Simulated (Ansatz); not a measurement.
CHF$_{2}$NSi (`N#C[SiH](F)F`), 6 atoms. Total charge 0; spin multiplicity 1. Hardware: A = 2 threads of a server CPU on a shared host; B = 2 threads of an AMD EPYC 7R13 on a shared host and a share of an NVIDIA H100 80 GB. Correlated methods freeze the cores. Open-shell runs search over several starts.

(1) Give the basis size and wall time and peak host memory of each of these runs in Ansatz. RHF-CCSD(T)/cc-pV(T+d)Z energy [B]; UKS PBE-D4/def2-TZVPP energy of the cation [A]; RKS PBE0-D4/def2-QZVPP energy [A]; RHF-CCSD(T)/def2-TZVPP energy [B]; RHF-CCSD(T)/def2-QZVPP energy [B]; RKS PBE0-D4/def2-TZVP relaxation (6 steps) [A]; RKS PBE0-D4/def2-TZVP frequencies [A]; RHF-CCSD(T)/cc-pV(D+d)Z energy [A]; RKS PBE0-D4/def2-SVP energy [A]; UHF-CCSD(T)/def2-QZVPP energy of the cation [B]; RKS BHLYP-D4/def2-TZVPP energy [A]; RKS ωB97M-V/def2-TZVPP energy and forces [A]. (An estimate is asked.)

Answers

(1) Computed: Other jobs shared the machine, so times are rough.

```json
{"level": "RKS PBE0-D4/def2-SVP", "job": "energy [A]", "functions": "79", "wall time": "1.7 s", "peak host memory (GiB)": "0.36"}
{"level": "RKS BHLYP-D4/def2-TZVPP", "job": "energy [A]", "functions": "180", "wall time": "3.5 s", "peak host memory (GiB)": "0.36"}
{"level": "RHF-CCSD(T)/cc-pV(D+d)Z", "job": "energy [A]", "functions": "84", "wall time": "7.5 s", "peak host memory (GiB)": "0.36"}
{"level": "RKS PBE0-D4/def2-QZVPP", "job": "energy [A]", "functions": "328", "wall time": "8.5 s", "peak host memory (GiB)": "0.81"}
{"level": "RKS ωB97M-V/def2-TZVPP", "job": "energy and forces [A]", "functions": "180", "wall time": "11 s", "peak host memory (GiB)": "0.49"}
{"level": "RHF-CCSD(T)/cc-pV(T+d)Z", "job": "energy [B]", "functions": "173", "wall time": "12 s", "peak host memory (GiB)": "0.78"}
{"level": "UKS PBE-D4/def2-TZVPP", "job": "energy of the cation [A]", "functions": "180", "wall time": "16 s", "peak host memory (GiB)": "0.44"}
{"level": "RKS PBE0-D4/def2-TZVP", "job": "relaxation (6 steps) [A]", "functions": "167", "wall time": "33 s", "peak host memory (GiB)": "0.36"}
{"level": "UHF-CCSD(T)/def2-QZVPP", "job": "energy of the cation [B]", "functions": "328", "wall time": "73 s", "peak host memory (GiB)": "1.4"}
{"level": "RHF-CCSD(T)/def2-TZVPP", "job": "energy [B]", "functions": "180", "wall time": "120 s", "peak host memory (GiB)": "0.95"}
{"level": "RKS PBE0-D4/def2-TZVP", "job": "frequencies [A]", "functions": "167", "wall time": "2 min", "peak host memory (GiB)": "0.37"}
{"level": "RHF-CCSD(T)/def2-QZVPP", "job": "energy [B]", "functions": "328", "wall time": "2.7 min", "peak host memory (GiB)": "1.5"}
```
